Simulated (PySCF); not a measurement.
Molecule: C3H6O2, net charge 0, singlet state. SMILES: CCOC=O
Geometry from a B3LYP-D3(BJ)/def2-TZVP (Ansatz) optimisation:
```xyz
11

C     -2.1634     0.3523    -0.1675
C     -0.8389    -0.2557     0.2267
O      0.2076     0.5270    -0.4008
C      1.4624     0.1343    -0.1637
O      1.7944    -0.7977     0.5146
H     -2.2955     0.3318    -1.2497
H     -2.9771    -0.2138     0.2889
H     -2.2335     1.3870     0.1698
H     -0.6824    -0.2386     1.3060
H     -0.7441    -1.2895    -0.1078
H      2.1555     0.8036    -0.6915
```

Dispersion corrections to the total energy (kcal/mol) from the dftd3 and dftd4 libraries through PySCF: D3(BJ) without and D4 with the three-body term, each with the damping fitted for the functional named.

| functional | D3(BJ) | D4 |
|---|---|---|
| B2PLYP | -3.04 | -2.69 |
| TPSS | … | -5.22 |
| B2GP-PLYP | -2.10 | -1.59 |
| PBE | … | -3.85 |
| PW6B95 | -1.82 | -3.32 |
| BHLYP | -5.16 | -4.09 |
| r2SCAN | … | -0.99 |

Complete the blanks.


- TPSS, D3(BJ): -5.09
- PBE, D3(BJ): -4.15
- r2SCAN, D3(BJ): -1.14
